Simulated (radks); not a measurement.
Te+, 51 electrons, occupied as [Kr] 4d10 5s2 5p3 (the NIST ground configuration). Method: scalar-relativistic Kohn-Sham, PBE, spin-polarised, spherical densities, finite nucleus; open shells are filled with parallel spins first (spin-orbit coupling, left out, can overturn this in heavy ions); Fermi nuclear charge, rms radius 4.7423 fm; computed with a radial shooting solver on a logarithmic mesh with Libxc functionals.

Normalised radial functions P(r) = r R(r), r in bohr:

r	4d down	5p down
0.001112	0.0000	0.0004
0.001484	0.0000	0.0007
0.001979	0.0000	0.0012
0.002639	0.0000	0.0020
0.00352	0.0001	0.0033
0.004695	0.0002	0.0054
0.006262	0.0005	0.0089
0.008352	0.0010	0.0145
0.01105	0.0022	0.0229
0.01474	0.0048	0.0360
0.01966	0.0104	0.0548
0.02622	0.0217	0.0797
0.03497	0.0440	0.1088
0.04664	0.0855	0.1353
0.06221	0.1566	0.1451
0.08297	0.2659	0.1184
0.1107	0.4080	0.0393
0.1476	0.5456	-0.0831
0.1969	0.5972	-0.1933
0.2626	0.4571	-0.2005
0.3502	0.0692	-0.0481
0.4671	-0.4794	0.1956
0.623	-0.9534	0.3368
0.8309	-1.1130	0.2089
1.099	-0.9322	-0.1388
1.466	-0.5784	-0.5151
1.956	-0.2646	-0.7050
2.609	-0.0852	-0.6460
3.479	-0.0178	-0.4288
4.64	-0.0021	-0.2011
6.189	-0.0001	-0.0623
8.255	0.0000	-0.0116

4d down: eigenvalue -50.279 eV, 1 radial node at r = 0.364 bohr, <r> = 0.967 bohr, 90 % of the charge inside 1.48 bohr. 5p down (empty): eigenvalue -12.231 eV, 3 radial nodes at r = 0.122, 0.372, 0.995 bohr, <r> = 2.50 bohr, 90 % of the charge inside 3.73 bohr.
